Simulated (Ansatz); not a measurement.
Harmonic frequencies (cm⁻¹) at PBE0-D4/def2-TZVP from Ansatz: 140, 367, 477, 496, 610, 1740.

Q: Which molecule is it?
A. `O[SiH2]`•
B. `[F][InH]`•
C. `[F][SnH][Cl]`•
D. `B[NH]`•

A: C.
